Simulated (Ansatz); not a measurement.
`CB(F)BCl` + `O[SiH2]S[SiH2]F` → `CO[SiH2]S[SiH2]F` + `FBBCl`  (substitution at a C–B bond)

Program: Ansatz. Geometries: PBE0-D4/def2-TZVP. ΔE: electronic, gas phase. CCSD(T)/CBS adds triple-zeta CCSD(T) − MP2 to the extrapolated MP2 energy (def2 sets, frozen cores). DFT in def2-TZVPP. Each species was taken in one conformer, which may not be the lowest.

CCSD(T)/CBS gives +27.9 kcal/mol.

Question: Another level gave +27.7 kcal/mol. Which?
A. PBE/def2-TZVPP
B. ωB97M-V/def2-TZVPP
C. ωB97X-V/def2-TZVPP
D. HF/def2-TZVPP

Answer: B. ωB97M-V 27.7, PBE 29.1, ωB97X-V 26.4, HF/def2-TZVPP 24.8 kcal/mol.

Largest T1 diagnostic among the species: 0.014.

The D4 term adds −1.3 kcal/mol with B3LYP and −0.8 kcal/mol with PBE0; it sums over pairs of atoms, weighted by their polarisabilities, and B3LYP, whose exchange is more repulsive, gets the larger term. In def2-TZVPP, CCSD(T) changes the Hartree–Fock value by +2.3 kcal/mol (the triples alone add +0.1 kcal/mol) and MP2 by +3.6 kcal/mol.

B3LYP here is the variant with VWN-RPA as its local correlation; programs differ in this.
